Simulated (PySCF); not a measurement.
# Single point on HgF⁺

State: ¹Σ⁺ (singlet), closed shell.

An equivalent input (the run itself took its basis sets from the Basis Set Exchange, started from a PBE0 density and held the occupation σ 6α 6β, πx 3α 3β, πy 3α 3β, δx 1α 1β, δy 1α 1β):

```python
from pyscf import gto, dft
mol = gto.M(atom='Hg 0 0 0; F 0 0 1.941', basis={'Hg': 'def2-SVPD', 'F': 'def2-SVPD'}, ecp={'Hg': 'def2-SVPD'},
            charge=1, spin=0, verbose=4, symmetry='C2v')
mf = dft.UKS(mol, xc='MN15')
mf.grids.atom_grid = (80, 434)
mf.grids.prune = dft.gen_grid.treutler_prune
mf.irrep_nelec = {'A1': (7, 7), 'A2': (1, 1), 'B1': (3, 3), 'B2': (3, 3)}
mf.conv_tol = 1e-9
mf.max_cycle = 60
mf.diis_space = 10
mf.kernel()
```

The log (some set-up lines and the per-cycle HOMO/LUMO lines removed):

```
******** <class 'pyscf.dft.uks_symm.SymAdaptedUKS'> ********
method = SymAdaptedUKS
damping factor = 0
level_shift factor = 0
DIIS = <class 'pyscf.scf.diis.CDIIS'>
diis_start_cycle = 1
diis_space = 10
diis_damp = 0
SCF conv_tol = 1e-09
SCF conv_tol_grad = None
SCF max_cycles = 60
number electrons alpha = 14  beta = 14
Set gradient conv threshold to 3.16228e-05
init E= -252.474562135516
cycle= 1 E= -252.479110443007  delta_E= -0.00455  |g|= 0.0723  |ddm|= 0.198
cycle= 2 E= -252.477452261738  delta_E= 0.00166  |g|= 0.0973  |ddm|= 0.197
cycle= 3 E= -252.480544061549  delta_E= -0.00309  |g|= 0.0356  |ddm|= 0.133
cycle= 4 E= -252.480983864356  delta_E= -0.00044  |g|= 0.00151  |ddm|= 0.0315
cycle= 5 E= -252.480985003437  delta_E= -1.14e-06  |g|= 0.000429  |ddm|= 0.00334
cycle= 6 E= -252.480985083572  delta_E= -8.01e-08  |g|= 0.000191  |ddm|= 0.000641
cycle= 7 E= -252.480985101283  delta_E= -1.77e-08  |g|= 4.16e-05  |ddm|= 0.000196
cycle= 8 E= -252.480985102792  delta_E= -1.51e-09  |g|= 4.18e-06  |ddm|= 0.000112
cycle= 9 E= -252.480985102808  delta_E= -1.61e-11  |g|= 1.35e-06  |ddm|= 1.31e-05
Extra cycle  E= -252.480985102805  delta_E= 2.73e-12  |g|= 2.82e-06  |ddm|= 4.05e-06
converged SCF energy = -252.480985102805  <S^2> = -2.6645353e-14  2S+1 = 1
```

Repeating this along the bond gives Re = 1.915 Å and ωe = 599 cm⁻¹.

A point of this curve took 0.72 CPU seconds beside 0.12 for the integrals, on Intel Xeon Platinum 8375C @ 2.90GHz (shared host).

Spin–orbit coupling is left out.
